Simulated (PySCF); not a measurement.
Compound: pentafluoropropionic acid, C3HF5O2.
Structure used (PBE0-D3(BJ)/def2-SVP), in Å, numbered top down from 1:
```xyz
11
C3HF5O2 angstrom
O      1.7965   -0.6415    0.9277
C      1.2008   -0.1499    0.0173
O      1.6403    0.8120   -0.7797
C     -0.2341   -0.5698   -0.3526
F     -0.4019   -1.8551   -0.0332
F     -0.4576   -0.4064   -1.6623
C     -1.2884    0.2559    0.4165
F     -2.5042   -0.1055    0.0470
F     -1.1525    0.0622    1.7195
F     -1.1228    1.5481    0.1585
H      2.5316    1.0538   -0.4809
```

Computed with PySCF at CAM-B3LYP/def2-SVPD, non-relativistic, on one gas-phase PBE0-D3(BJ)/def2-SVP geometry that isn't relaxed in the solvent. The solvent is an IEF-PCM continuum (van der Waals radii × 1.2), and excitations are vertical TDDFT with non-equilibrium linear response and a frozen core. Only the electrostatic response of the medium enters.

```json
{"run": "gas", "E − E(gas) (kJ/mol)": "0.00", "HOMO (eV)": "-10.91", "HOMO–LUMO gap (eV)": "10.57", "dipole (D)": "2.33", "lowest singlet (eV)": "5.60", "static polarisability (au)": "47.7"}
{"run": "P", "E − E(gas) (kJ/mol)": "-28.93", "HOMO (eV)": "-10.79", "HOMO–LUMO gap (eV)": "10.64", "dipole (D)": "2.93", "lowest singlet (eV)": "5.69", "static polarisability (au)": "59.2"}
{"run": "Q", "E − E(gas) (kJ/mol)": "-11.11", "HOMO (eV)": "-10.85", "HOMO–LUMO gap (eV)": "10.59", "dipole (D)": "2.56", "lowest singlet (eV)": "5.63", "static polarisability (au)": "51.8"}
```

Q: The runs were made in cyclohexane and water. Which run belongs to which solvent?

A: P = water, Q = cyclohexane. The dielectric constants are 2.017 (cyclohexane), 78.36 (water), and the energy falls further as ε rises. The optical constants n² used for the excitations are 2.04, 1.78 in the same order. In this model the ground state sees the solvent through ε alone.

Q: How constant is the ratio of the lowering to (ε − 1)/(2ε + 1)?

A: 
```
    solvent  (ε − 1)/(2ε + 1)  E − E(gas) (kJ/mol)  ratio (kJ/mol)  polarisation term (kJ/mol)
cyclohexane             0.202               -11.11           -55.0                      -11.70
      water             0.490               -28.93           -59.0                      -32.94
```

The ratio changes by +7.3 % in size from cyclohexane to water. The polarisation term is half the interaction of the solute with the induced surface charges.

The run took 55 s on one thread, Arm Neoverse V2, shared host. This is the whole response run at CAM-B3LYP/def2-SVPD in water, SCF included.
